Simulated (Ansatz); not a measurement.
Competing steps

Reactants: SiHCl₃ ([Cl][SiH]([Cl])[Cl]) + NH₃ (brackets give SMILES or just the links). Saddle points were found for several chosen steps; others may exist. Gas-phase electronic energies, without zero-point energy, by CCSD(T) at an estimated basis limit (MP2 extrapolated from triple and quadruple zeta, plus CCSD(T) − MP2 in triple zeta); Ansatz 0.2.0, def2-TZVPP and QZVPP, frozen cores, on PBE0-D4/def2-TZVP structures. Extrapolation: Hartree–Fock as exp(−7.88 √X), correlation as X^−2.97. No counterpoise correction.

Task: Rank the steps by the energy of their saddle points, lowest first, and give each saddle's height above the lowest. (An estimate is asked for; the value comes from the calculation.)
A. four-centre ligand exchange, to SiNH₂Cl₃ ([NH2][Si]([Cl])([Cl])[Cl]) + H₂ (breaks or loosens H–N, H–Si; forms H–H, N–Si)
B. four-centre ligand exchange, to SiNH₃Cl₂ ([NH2][SiH]([Cl])[Cl]) + HCl (breaks or loosens Cl–Si, H–N; forms Cl–H, N–Si)

Result: Computed: B (0.0 kJ/mol), A (110.7 kJ/mol). Heights count from the lowest.

The lowest of these saddles lies at 58.9 kJ/mol relative to the separated reactants.

Task: Does the lowest of these saddles lead to the lowest end structure (the products still in contact)? (A judgement: the text doesn't fix the answer.)

Result: Computed: No: the step over a higher saddle ends lower. Relative to the separated reactants, the ends lie at 11.2 (SiNH₃Cl₂ ([NH2][SiH]([Cl])[Cl]) + HCl); -49.1 (SiNH₂Cl₃ ([NH2][Si]([Cl])([Cl])[Cl]) + H₂) kJ/mol.

T1 diagnostic: at most 0.010.

For scale, one of the runs: CCSD(T)/def2-TZVPP, 255 basis functions, launched by `ansatz run in.yaml --threads 8 --pin off --events-out ev --progress --plain --max-ram 19148MiB`. Time: 120 s of wall clock on 8 CPU threads of an Intel Xeon; the host was shared. Peak host memory: 5.2 GiB.
